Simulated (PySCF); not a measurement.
Job for PySCF: R-MP2/6-31G* on C3H8O (SMILES CCOC), a point of a torsion scan.

```python
from pyscf import gto, scf, dft, mp
from pyscf.data.elements import chemcore

mol = gto.M(
    atom='''
    C     1.46943264   -1.46889914   -1.29777000
    C     0.54976140   -0.83780088   -0.26547792
    O    -0.63106532   -0.41335661   -0.90960612
    C    -1.54963547    0.18580618   -0.03772036
    H     2.38669949   -1.80559907   -0.82275814
    H     0.97398097   -2.31611962   -1.76343052
    H     1.70988802   -0.74332721   -2.06969093
    H     0.30344706   -1.56609460    0.52465903
    H     1.04455298    0.02304589    0.21349864
    H    -1.12567410    1.08078456    0.43669993
    H    -1.86494319   -0.50999904    0.75111079
    H    -2.41242642    0.46820243   -0.63750206
    ''',
    basis='6-31g*',
    cart=True,
    charge=0, spin=0, verbose=3, max_memory=1800)
mf = scf.RHF(mol)
mf.conv_tol = 1e-8
mf.max_cycle = 100
mf.kernel()
if not mf.converged:
    mf = mf.newton().run(mf.mo_coeff, mf.mo_occ)
pt = mp.MP2(mf, frozen=chemcore(mol)).run()
```

The log:

```
converged SCF energy = -193.104155181749
E(RMP2) = -193.674089401552  E_corr = -0.569934219802847
E(SCS-RMP2) = -193.668729874537  E_corr = -0.564574692788051
```

Self-consistency was reached.

Cost: around 0.9 core-seconds (rough).
